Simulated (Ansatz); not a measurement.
[Cu(NH3)3F]+ (CuN₃FH₉⁺). Total charge 1; doublet. Geometry PBE-D4/def2-SVP.

```xyz
14

Cu    0.2227    0.1816   -0.0966
N    -0.3956    0.4131   -2.0427
H    -0.4194   -0.4062   -2.6667
H     0.4352    0.9870   -2.2836
H    -1.2391    0.9736   -2.2314
N    -1.3060   -1.0245    0.5571
H    -1.5710   -0.8491    1.5384
H    -1.0527   -2.0243    0.5091
H    -2.1723   -0.9274    0.0063
N     1.2766    0.2915    1.6650
H     1.6906   -0.5619    2.0669
H     0.8781    0.8399    2.4407
H     2.0326    0.8536    1.2290
F     1.6203    1.2532   -0.6915
```

No other spin state of charge 1 was run.

(1) Estimate the α-spin orbital energies around the gap (eV) in Ansatz with LDA (SPW92)/def2-TZVP, PBE-D4/def2-SVP, PBE-D4/def2-TZVP, r2SCAN-D4/def2-TZVP, PBE0-D4/def2-TZVP.

## Answers

(1) 
```
orbital  LDA (SPW92)/def2-TZVP  PBE-D4/def2-SVP  PBE-D4/def2-TZVP  r2SCAN-D4/def2-TZVP  PBE0-D4/def2-TZVP
 HOMO−9                 -14.69           -14.34            -14.56               -15.07             -16.73
 HOMO−8                 -13.23           -12.85            -13.06               -13.42             -15.47
 HOMO−7                 -13.21           -12.64            -13.00               -13.37             -15.46
 HOMO−6                 -12.72           -12.12            -12.50               -13.00             -15.12
 HOMO−5                 -12.46           -11.98            -12.25               -12.73             -14.93
 HOMO−4                 -12.10           -11.67            -11.93               -12.48             -14.56
 HOMO−3                 -11.80           -11.39            -11.63               -12.15             -14.34
 HOMO−2                 -11.35           -10.65            -11.09               -11.45             -12.99
 HOMO−1                 -11.15           -10.45            -10.92               -11.34             -12.98
   HOMO                  -9.85            -9.51             -9.78               -10.28             -11.97
   LUMO                  -5.44            -5.08             -5.36                -4.76              -4.59
 LUMO+1                  -3.98            -3.39             -3.92                -3.05              -3.05
 LUMO+2                  -3.80            -3.25             -3.72                -2.96              -2.84
 LUMO+3                  -3.34            -2.57             -3.03                -2.65              -2.15
 LUMO+4                  -2.94            -2.32             -2.84                -2.01              -1.94
 LUMO+5                  -2.73            -2.13             -2.65                -1.78              -1.75
 β HOMO                 -10.86           -10.22            -10.67               -11.05             -12.79
 β LUMO                  -8.97            -8.36             -8.61                -8.34              -6.97
```
